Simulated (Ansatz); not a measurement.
Reaction (formal exchange of groups at a C–C bond): `CC(F)=[Se]` + `C[O][GeH]([F])[SH]` → `C[O][Ge]([CH3])([F])[SH]` + `FC=[Se]`

Computed with Ansatz on PBE0-D4/def2-TZVP structures; ΔE is electronic, products minus reactants. CBS: MP2 limit from def2 TZ/QZ plus the TZ coupled-cluster correction, frozen cores. Functionals use def2-TZVPP. B3LYP here is the variant with VWN-RPA as its local correlation; programs differ in this. For Ge, Se outer-core shells are correlated without core-valence functions, which leaves a few kJ/mol of doubt a bond. Scalar relativity is left out up to krypton. Each species was taken in one conformer, which may not be the lowest.

`CC(F)=[Se]`:

Cartesian coordinates in Å:
```
C -0.498 0.077 0.483
C 0.551 -0.075 -0.549
F 0.339 0.762 -1.561
Se 1.925 -1.159 -0.560
H -0.332 -0.604 1.312
H -0.506 1.111 0.842
H -1.479 -0.112 0.033
```

`C[O][GeH]([F])[SH]`:

```xyz
10

C    -1.524   -0.168    0.463
O    -0.435   -1.061    0.330
Ge    1.103   -0.521   -0.312
F     0.855   -0.054   -1.968
S     1.831    1.319    0.668
H    -1.233    0.757    0.972
H    -1.952    0.084   -0.512
H    -2.288   -0.669    1.061
H     2.040   -1.723   -0.258
H     1.601    2.037   -0.445
```

`C[O][Ge]([CH3])([F])[SH]`:

Z-matrix (Å, degrees):
```
C
O 1 1.413
H 1 1.092 2 107.7
H 1 1.095 2 111.4 3 -119.0
H 1 1.096 2 111.8 3 119.1
Ge 2 1.757 1 121.1 3 -170.2
F 6 1.744 2 106.7 1 -63.5
C 6 1.922 2 107.6 1 178.1
S 6 2.216 2 111.9 1 49.3
H 8 1.090 6 109.7 2 -69.6
H 8 1.090 6 108.9 2 50.0
H 8 1.089 6 109.6 2 170.2
H 9 1.344 6 91.5 2 -104.5
```

`FC=[Se]`:

Cartesian coordinates in Å:
```
F 0.626 0.482 -1.073
C 0.005 -0.087 -0.057
Se -0.469 0.748 1.389
H -0.162 -1.143 -0.259
```

```csv
level,ΔE (kJ/mol),difference from CCSD(T)/CBS
PBE-D4,-14.8,6.3
B3LYP-D4,-16.2,4.9
ωB97X-V,-14.5,6.6
PBE,-13.4,7.7
r2SCAN,-13.0,8.1
PBE0,-12.9,8.2
HF/def2-TZVPP,-10.3,10.8
MP2/def2-TZVPP,-22.2,-1.1
CCSD(T)/def2-TZVPP,-22.0,-0.9
CCSD/CBS(def2),-20.4,0.7
CCSD(T)/CBS,-21.1,0
```

Largest T1 diagnostic among the species: 0.016.

In def2-TZVPP, CCSD(T) changes the Hartree–Fock value by −11.6 kJ/mol (the triples alone add −0.8 kJ/mol) and MP2 by −11.8 kJ/mol.
